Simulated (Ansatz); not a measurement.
Born–Oppenheimer molecular dynamics of ClH$_{4}$NOZn (8 atoms, charge 0, multiplicity 1). It starts at the highest image of a converged band, a first-order saddle point between two minima.

Method: RKS LDA/def2-SVP (Ansatz).

- ensemble: NVE (velocity Verlet)
- time step: 0.5 fs
- steps asked: 200
- starting velocities drawn for: 300 K
- seed: 5806

First frame:

```xyz
8
Properties=species:S:1:pos:R:3
Zn -0.128 -0.156 0.201
Cl 0.667 -0.165 2.197
O 0.145 0.165 -1.525
H 0.117 -0.638 -2.075
N -2.085 -0.403 0.903
H -2.587 -1.272 0.669
H -2.719 0.388 0.715
H -1.839 -0.412 1.912
```

(1) How far do the bonds stretch over the last three quarters of this one trajectory? (Pairs bonded in most of those frames.)

## Answers

(1) 
| bond | mean (Å) | spread (Å) | shortest | longest |
| --- | --- | --- | --- | --- |
| Zn1–Cl2 | 2.141 | 0.014 | 2.12 | 2.16 |
| Zn1–O3 | 1.777 | 0.013 | 1.76 | 1.80 |
| Zn1–N5 | 2.070 | 0.032 | 2.03 | 2.14 |
| O3–H4 | 0.979 | 0.019 | 0.95 | 1.01 |
| N5–H6 | 1.034 | 0.019 | 1.00 | 1.07 |
| N5–H7 | 1.032 | 0.011 | 1.01 | 1.05 |
| N5–H8 | 1.036 | 0.017 | 1.01 | 1.06 |

Mean temperature of the second half: 173 K. The conserved energy stayed within 0.2 meV per atom of its start (net change 0.091 meV per atom), so the integration is sound. A run of 0.1 ps of so small a system gives no equilibrium averages. The orbitals stay closed-shell, which can raise the energy where a bond breaks towards radicals; this wasn't checked here.

Run time: 3.8 min on 2 threads of Arm Neoverse V1, with other jobs on the host, peak memory 0.14 GiB.
